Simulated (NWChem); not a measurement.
System: CH4Cl2OSn; SMILES C[O][SnH]([Cl])[Cl]

```xyz
9

Sn     0.0824    -0.5235     0.0000
Cl     0.9663     0.5806    -1.8939
Cl     0.9663     0.5806     1.8939
O     -1.8914    -0.2543     0.0000
C     -2.4156     1.0667     0.0000
H      0.4069    -2.2091     0.0000
H     -3.5230     0.9843     0.0000
H     -2.1149     1.6469    -0.9026
H     -2.1149     1.6469     0.9026
```
Atoms are numbered in this order, from 1.

All runs: NWChem. All runs use the structure optimised with PBE-D3(BJ)/def2-SVP. No frequency run checked for a minimum. def2 effective core potentials on Sn; no spin-orbit coupling.

Question: Order these by “orbital gap (eV)”, lowest first: TPSSh/def2-SVP; B97-D/def2-SVP; CAM-B3LYP/def2-SVP; LC-BLYP (range parameter 0.33 per bohr)/def2-SVP; B3LYP/def2-SVP.

Answer: B97-D/def2-SVP (3.57), TPSSh/def2-SVP (4.79), B3LYP/def2-SVP (5.53), CAM-B3LYP/def2-SVP (8.56), LC-BLYP (range parameter 0.33 per bohr)/def2-SVP (10.29)
